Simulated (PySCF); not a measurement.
## Partial charges of tetravinylsilane

Tetravinylsilane, C8H12Si.
SMILES with atom numbers: `[CH2:1]=[CH:2][Si:3]([CH:4]=[CH2:5])([CH:6]=[CH2:7])[CH:8]=[CH2:9]` (hydrogens: H10, H11 on C1; H12 on C2; H13 on C4; H14, H15 on C5; H16 on C6; H17, H18 on C7; H19 on C8; H20, H21 on C9)

Cartesian coordinates in Å at the PBE0-D3(BJ)/def2-SVP level; atoms count from 1:
```
atom  x, y, z in Å
C1    -1.761   -1.485   -1.883
C2    -1.706   -1.143   -0.590
Si3   -0.357   -0.076    0.156
C4    -1.126    1.220    1.273
C5    -0.678    2.479    1.357
C6     0.798   -1.154    1.168
C7     1.202   -0.855    2.408
C8     0.605    0.764   -1.216
C9     1.940    0.758   -1.301
H10   -1.010   -1.140   -2.603
H11   -2.554   -2.125   -2.286
H12   -2.492   -1.529    0.074
H13   -1.976    0.933    1.907
H14   -1.133    3.218    2.028
H15    0.166    2.828    0.752
H16    1.168   -2.082    0.710
H17    0.866    0.057    2.914
H18    1.883   -1.502    2.973
H19    0.041    1.315   -1.982
H20    2.559    0.234   -0.563
H21    2.478    1.275   -2.105
```

Density: PBE0/pcSseg-1 (PySCF); schemes: Mulliken, IAO, Hirshfeld and ESP-fitted. Isolated species at its PBE0-D3(BJ)/def2-SVP geometry (one conformer only).

Q: Tabulate the Mulliken, IAO, Hirshfeld and ESP-fitted charges.

A: In e:

```json
{"atom": "C1", "environment": "terminal =CH2 carbon", "Mulliken": "-0.175", "IAO": "-0.272", "Hirshfeld": "-0.085", "ESP-fitted": "-0.251"}
{"atom": "C2", "environment": "alkene CH carbon", "Mulliken": "-0.506", "IAO": "-0.426", "Hirshfeld": "-0.142", "ESP-fitted": "-0.428"}
{"atom": "Si3", "environment": "four-coordinate silicon", "Mulliken": "+1.231", "IAO": "+1.050", "Hirshfeld": "+0.374", "ESP-fitted": "+0.607"}
{"atom": "C4", "environment": "alkene CH carbon", "Mulliken": "-0.517", "IAO": "-0.428", "Hirshfeld": "-0.137", "ESP-fitted": "-0.311"}
{"atom": "C5", "environment": "terminal =CH2 carbon", "Mulliken": "-0.169", "IAO": "-0.270", "Hirshfeld": "-0.081", "ESP-fitted": "-0.319"}
{"atom": "C6", "environment": "alkene CH carbon", "Mulliken": "-0.524", "IAO": "-0.430", "Hirshfeld": "-0.139", "ESP-fitted": "-0.284"}
{"atom": "C7", "environment": "terminal =CH2 carbon", "Mulliken": "-0.158", "IAO": "-0.269", "Hirshfeld": "-0.082", "ESP-fitted": "-0.335"}
{"atom": "C8", "environment": "alkene CH carbon", "Mulliken": "-0.536", "IAO": "-0.430", "Hirshfeld": "-0.135", "ESP-fitted": "-0.200"}
{"atom": "C9", "environment": "terminal =CH2 carbon", "Mulliken": "-0.163", "IAO": "-0.267", "Hirshfeld": "-0.079", "ESP-fitted": "-0.363"}
{"atom": "H10", "environment": "vinylic hydrogen", "Mulliken": "+0.124", "IAO": "+0.141", "Hirshfeld": "+0.041", "ESP-fitted": "+0.131"}
{"atom": "H11", "environment": "vinylic hydrogen", "Mulliken": "+0.122", "IAO": "+0.144", "Hirshfeld": "+0.046", "ESP-fitted": "+0.151"}
{"atom": "H12", "environment": "vinylic hydrogen", "Mulliken": "+0.129", "IAO": "+0.147", "Hirshfeld": "+0.041", "ESP-fitted": "+0.191"}
{"atom": "H13", "environment": "vinylic hydrogen", "Mulliken": "+0.128", "IAO": "+0.147", "Hirshfeld": "+0.042", "ESP-fitted": "+0.159"}
{"atom": "H14", "environment": "vinylic hydrogen", "Mulliken": "+0.122", "IAO": "+0.144", "Hirshfeld": "+0.046", "ESP-fitted": "+0.160"}
{"atom": "H15", "environment": "vinylic hydrogen", "Mulliken": "+0.128", "IAO": "+0.144", "Hirshfeld": "+0.040", "ESP-fitted": "+0.153"}
{"atom": "H16", "environment": "vinylic hydrogen", "Mulliken": "+0.131", "IAO": "+0.149", "Hirshfeld": "+0.041", "ESP-fitted": "+0.154"}
{"atom": "H17", "environment": "vinylic hydrogen", "Mulliken": "+0.128", "IAO": "+0.144", "Hirshfeld": "+0.037", "ESP-fitted": "+0.166"}
{"atom": "H18", "environment": "vinylic hydrogen", "Mulliken": "+0.121", "IAO": "+0.144", "Hirshfeld": "+0.046", "ESP-fitted": "+0.159"}
{"atom": "H19", "environment": "vinylic hydrogen", "Mulliken": "+0.132", "IAO": "+0.148", "Hirshfeld": "+0.042", "ESP-fitted": "+0.133"}
{"atom": "H20", "environment": "vinylic hydrogen", "Mulliken": "+0.128", "IAO": "+0.144", "Hirshfeld": "+0.040", "ESP-fitted": "+0.166"}
{"atom": "H21", "environment": "vinylic hydrogen", "Mulliken": "+0.122", "IAO": "+0.144", "Hirshfeld": "+0.046", "ESP-fitted": "+0.161"}
```

Mean size of the charges over all atoms: IAO 0.266 e, Mulliken 0.262 e, ESP-fitted 0.237 e, Hirshfeld 0.084 e. Each set sums to the total charge, 0, to within 0.001 e. The IAO scheme counts the electrons in orthogonalised intrinsic atomic orbitals, a minimal basis polarised so that it spans the occupied orbitals exactly.

Lowest charge. All schemes pick atoms of one kind: Mulliken C8 (-0.536); IAO C6 and C8 (-0.430); Hirshfeld C2 (-0.142); ESP-fitted C2 (-0.428).

Highest charge. All schemes agree: Mulliken Si3 (+1.231); IAO Si3 (+1.050); Hirshfeld Si3 (+0.374); ESP-fitted Si3 (+0.607).

Q: How many electrons does the ESP-fitted scheme count on C6?

A: Z − q = 6 − (-0.284) = 6.284.

Q: Sum the charges by element, for elements with more than one atom.

A: 
```csv
element,atoms,Mulliken,IAO,Hirshfeld,ESP-fitted
C,8,-2.748,-2.792,-0.880,-2.492
H,12,+1.516,+1.742,+0.506,+1.884
```

Q: How closely do the schemes follow one another over all atoms?

A: Correlation coefficient and root-mean-square difference: IAO with Hirshfeld 1.00, 0.225 e; Mulliken with Hirshfeld 0.99, 0.261 e; Mulliken with IAO 0.98, 0.074 e; IAO with ESP-fitted 0.95, 0.120 e; Hirshfeld with ESP-fitted 0.93, 0.166 e; Mulliken with ESP-fitted 0.88, 0.185 e.
